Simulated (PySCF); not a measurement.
# Tb⁵³⁺ (terbium, charge +53): Hartree-Fock from Schrödinger to Dirac-Coulomb-Breit

Occupied: 1s1/2, 2s1/2, 2p1/2, 2p3/2, 3s1/2. Hartree-Fock calculated with PySCF 2.14 in an uncontracted even-tempered set (17 s from 6.5 bohr⁻², ratio 2.7; 13 p from 7.8 bohr⁻², ratio 2.7), Gaussian nucleus throughout. NR is non-relativistic, sf-X2C the spin-free one-electron X2C Hamiltonian, X2C adds the bare one-electron spin-orbit term, X2C-SNSO screens it by Boettger's factors, DC is four-component Dirac-Coulomb, and the Gaunt and Breit terms are added at first order (total energies over the DC spinors, levels after relaxing the spinors in that mean field). QED terms are absent. Levels marked empty are virtual spinors of this ion; the basis has s and p functions only, so 3d, which can lie below the n = 4 levels, is absent.

| Hamiltonian | E (hartree) |
| --- | --- |
| NR | -8253.0521 |
| sf-X2C | -8692.2595 |
| X2C | -8699.2002 |
| X2C-SNSO | -8698.7559 |
| DC | -8702.2129 |
| DC+Gaunt | -8692.5969 |
| DC+Breit | -8693.4466 |

```tsv
level (eV)	NR	sf-X2C	X2C	X2C-SNSO	DC	DC+Gaunt	DC+Breit
1s1/2	-53059.6	-56300.3	-56292.2	-56292.7	-56350.9	-56194.8	-56205.2
2s1/2	-11674.2	-12585.5	-12583.5	-12583.6	-12591.4	-12574.8	-12576.0
2p1/2	-11327.5	-11630.3	-12195.1	-12175.3	-12179.8	-12151.0	-12153.9
2p3/2	-11327.5	-11630.3	-11392.8	-11399.8	-11405.4	-11385.5	-11388.5
3s1/2	-4820.0	-5103.1	-5102.7	-5102.8	-5104.6	-5100.2	-5100.8
3p1/2 (empty)	-4619.7	-4738.7	-4884.1	-4879.1	-4880.2	-4872.9	-4873.9
3p3/2 (empty)	-4619.7	-4738.7	-4677.0	-4678.8	-4680.0	-4675.0	-4676.0
4s1/2 (empty)	-2573.0	-2684.9	-2684.8	-2684.8	-2685.4	-2683.9	-2684.1
```

Question: How large are the two-electron picture-change error of X2C and the Breit correction in the total energy?

Answer: X2C-1e lies 3.0128 hartree above Dirac-Coulomb; Gaunt adds 9.6160 and the full Breit term 8.7664 hartree.

| interval (eV) | X2C | X2C-SNSO | DC | DC+Gaunt | DC+Breit |
| --- | --- | --- | --- | --- | --- |
| 2p3/2 − 2p1/2 | 802.3 | 775.5 | 774.4 | 765.4 | 765.4 |
| 3p3/2 − 3p1/2 | 207.1 | 200.3 | 200.2 | 197.9 | 197.9 |

Weight of the small component: 1s1/2 0.0588, 2s1/2 0.0135, 2p1/2 0.0134, 2p3/2 0.0125, 3s1/2 0.00519, 3p1/2 0.00510, 3p3/2 0.00487, 4s1/2 0.00248.

Koopmans' value for the highest occupied level at DC+Breit: 5100.8 eV, against an ionisation energy of 5103 ± 5 eV (theoretical estimate listed by NIST; NIST Atomic Spectra Database, ionization energies); the former lacks relaxation, correlation, QED and recoil.

The whole ladder took 110 s of wall time on 1 thread of Neoverse-N1 (shared host), launched as `OMP_NUM_THREADS=1 python relrun2.py TASK.json OUT` (a driver that calls PySCF for each Hamiltonian).

Dirac-Coulomb iterations, started from the X2C spinors:

```
with_ssss True, with_gaunt False, with_breit False
light speed = 137.03599967994
init E= -8655.80797681149
cycle= 1 E= -8702.21178194813  delta_E= -46.4  |g|= 2.21  |ddm|= 0.17
cycle= 2 E= -8702.21293460466  delta_E= -0.00115  |g|= 0.028  |ddm|= 0.0116
cycle= 3 E= -8702.21293581804  delta_E= -1.21e-06  |g|= 0.000905  |ddm|= 0.000574
cycle= 4 E= -8702.21293581939  delta_E= -1.34e-09  |g|= 4.07e-06  |ddm|= 1.52e-05
```
